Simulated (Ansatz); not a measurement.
`C[O][Ga]([OH])[O]C` + `NB(Br)Br` → `C[O][Ga]([NH2])[OH]` + `COB(Br)Br`  (redistribution)

Program: Ansatz. Geometries: PBE0-D4/def2-TZVP. ΔE: electronic, gas phase. CBS: MP2 limit from def2 TZ/QZ plus the TZ coupled-cluster correction, frozen cores. DFT in def2-TZVPP. B3LYP here is the variant with VWN-RPA as its local correlation; programs differ in this. For Br, Ga outer-core shells are correlated without core-valence functions, which leaves a few kJ/mol of doubt a bond. Scalar relativity is left out up to krypton. Each species was taken in one conformer, which may not be the lowest.

```
          level  ΔE (kJ/mol)
         PBE-D4          8.0
        ωB97X-V          8.0
         r2SCAN          8.2
          B3LYP          8.4
CCSD/def2-TZVPP          8.3
  HF/def2-QZVPP         10.2
 MP2/def2-QZVPP          4.9
   HF/CBS(def2)         10.1
```

Q: What does CCSD(T)/CBS give? (Estimate.)

A: The calculation gave: +3.1 kJ/mol. The listed levels differ from it by 4.9, 4.9, 5.1, 5.3, 5.2, 7.1, 1.8, 7.0 kJ/mol.

Largest T1 diagnostic among the species: 0.014.

CCSD(T)/CBS has its own doubt, a few kJ/mol and more with outer-core shells, so smaller differences from it don't rank the levels.
